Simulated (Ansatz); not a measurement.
Cost and result up the ladder for Sc2N2 (4 atoms). Total charge 0; singlet. Geometry: r2SCAN-D4/def2-SVP.

Cartesian coordinates in Å:
```
Sc 0.900 0.577 -0.824
Sc -0.900 -0.577 0.824
N -0.377 -0.786 -0.962
N 0.377 0.786 0.962
```

Ansatz on 4 threads of Arm Neoverse V2 on a shared host. Times are rough, and most runs start from the orbitals of an earlier one. CAM-B3LYP-D4/def2-TZVP serves as the yardstick here, not as an exact answer. Differences are given only for rows in sets of like size (and for xTB, whose basis is part of the method), since another set adds its own error. Binding counts from free atoms at the same level (Sc doublet, N quartet; other spins of the atoms weren't run), without zero-point energy or a counterpoise term.

The 6-31G sets use Cartesian d functions. B3LYP takes the VWN-RPA correlation. Correlated methods freeze 12 core orbitals; core or outer-core shells of Sc are correlated, in sets that lack core-valence functions. The structure comes from a short search, and lower isomers may exist.

Correlated methods converge slowly with the basis.

| level | functions | binding energy per atom (eV) | difference from CAM-B3LYP-D4/def2-TZVP (eV) | remarks |
| --- | --- | --- | --- | --- |
| BHLYP-D4/def2-TZVP | 152 | 2.98 | -0.55 | – |
| HF/6-31G | 76 | 0.66 | – | – |
| B3LYP-D4/6-31G | 76 | 3.49 | – | – |
| LDA (SPW92)/def2-TZVP | 152 | 4.83 | 1.30 | – |
| PBE0-D4/def2-SVP | 90 | 3.67 | – | – |
| PBE-D4/def2-SVP | 90 | 4.24 | – | – |
| PBE0-D4/def2-TZVPD | 170 | 3.68 | 0.15 | – |
| PBE0-D4/def2-TZVP | 152 | 3.66 | 0.13 | – |
| CCSD(T)/def2-TZVPP | 190 | 3.43 | -0.10 | – |
| MP2/def2-TZVP | 152 | 3.80 | 0.27 | test for broken spin undecided |
| CAM-B3LYP-D4/def2-TZVP (with forces) | 152 | 3.53 | 0.00 | – |

(1) Estimate how long each takes.

## Answers

(1) HF/6-31G 0.5 s; LDA (SPW92)/def2-TZVP 0.85 s; PBE-D4/def2-SVP 0.95 s; B3LYP-D4/6-31G 1.1 s; PBE0-D4/def2-SVP 1.2 s; MP2/def2-TZVP 1.6 s; BHLYP-D4/def2-TZVP 2 s; PBE0-D4/def2-TZVP 2.2 s; PBE0-D4/def2-TZVPD 2.3 s; CAM-B3LYP-D4/def2-TZVP (with forces) 3.6 s; CCSD(T)/def2-TZVPP 24 s. On shared hardware such times vary by a factor of up to 3.
